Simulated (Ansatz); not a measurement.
`C[SiH](F)P` + `N=C(F)F` → `FC(F)=NP` + `C[SiH2]F` at 400 K and 1 bar (cleavage of the P–Si bond).

Isolated molecules relaxed with PBE0-D4/def2-TZVP in Ansatz; ΔE leaves out vibrations. CBS: MP2 limit from def2 TZ/QZ plus the TZ coupled-cluster correction, frozen cores. Each species was taken in one conformer, which may not be the lowest.

| species | CCSD(T)/CBS energy (Eh) | H − E (kJ/mol) | S (J/(mol·K)) |
| --- | --- | --- | --- |
| `C[SiH](F)P` | -771.55123 | 206.1 | 373.2 |
| `N=C(F)F` | -292.91376 | 86.3 | 283.3 |
| `FC(F)=NP` | -634.44314 | 115.4 | 340.8 |
| `C[SiH2]F` | -430.00374 | 171.0 | 310.0 |

H − E and S are ideal-gas, rigid-rotor, harmonic terms from PBE0-D4/def2-TZVP, for one conformer and one mirror image of each species. 1 Eh = 2625.50 kJ/mol, R = 8.31446 J/(mol·K).

Task: By hand: ΔE, ΔH, ΔS and ΔG.

Result: ΔE = (-634.44314) + (-430.00374) − (-771.55123) − (-292.91376) = 0.01811 Eh = 47.5 kJ/mol. Δ(H − E) = 115.4 + 171.0 − 206.1 − 86.3 = -6.0, so ΔH = 41.5 kJ/mol. ΔS = 340.8 + 310.0 − 373.2 − 283.3 = -5.7 J/(mol·K). ΔG = 41.5 − 400 × (-5.7)/1000 = 43.8 kJ/mol.

Task: By hand: the equilibrium constant, and the temperature at which ΔG would vanish if ΔH and ΔS stayed fixed.

Result: log₁₀ K = −ΔG/(RT ln 10) = -5.7. ΔH and −TΔS have one sign here, so there is no such temperature.

The number of gas molecules stays the same, so ΔS is small and ΔH decides. A doubt of 5 kJ/mol in ΔE shifts log₁₀ K by 0.7 here. Other conformers and mirror images would add mixing entropy, several J/(mol·K) or more a flexible species. These are equilibria of isolated gas molecules and say nothing of rates. Largest T1 diagnostic: 0.014 (customary marks: 0.02 for closed shells, 0.045 for open ones).

ΔS is within the doubt of such terms, so its sign, and with it that verdict, could turn.
